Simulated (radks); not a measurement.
All-electron atom: I VI in [Kr] 4d10 5s2.

Method: scalar-relativistic Kohn-Sham, LB94 model potential, spin-polarised, spherical densities, finite nucleus; Fermi nuclear charge, rms radius 4.75 fm; computed with a radial shooting solver on a logarithmic mesh with Libxc functionals.

Energy parts (hartree):
kinetic: 7486.04009
electron-nucleus: -17127.32319
Hartree: 2710.04291
(The LB94 potential has no energy functional, so no total or exchange-correlation energy is given.)

Orbitals (lengths in bohr, moments of r in powers of bohr; <r^-3> diverges for s and p1/2; r(90%) holds 90 % of the orbital's charge):
orbital	occ.	eigenvalue (hartree)	<r^-3>	<r>	r(90%)	<1/r>
1s	2	-1220.169	-	0.02718	0.0489	56.89
2s	2	-191.1520	-	0.1169	0.181	13.04
2p	6	-172.0253	5822	0.1022	0.166	12.49
3s	2	-40.82437	-	0.3137	0.460	4.662
3p	6	-34.60204	1107	0.3115	0.466	4.441
3d	10	-25.24934	153.5	0.2876	0.451	4.213
4s	2	-9.12301	-	0.7392	1.07	1.889
4p	6	-7.17962	217.4	0.7908	1.16	1.730
4d	10	-4.33978	22.99	0.9085	1.38	1.457
5s	2	-2.87083	-	1.710	2.43	0.7744

The highest occupied level is 5s at -78.119 eV. The electron density at the nucleus is 2.571e+05 e/bohr^3 (large components only).
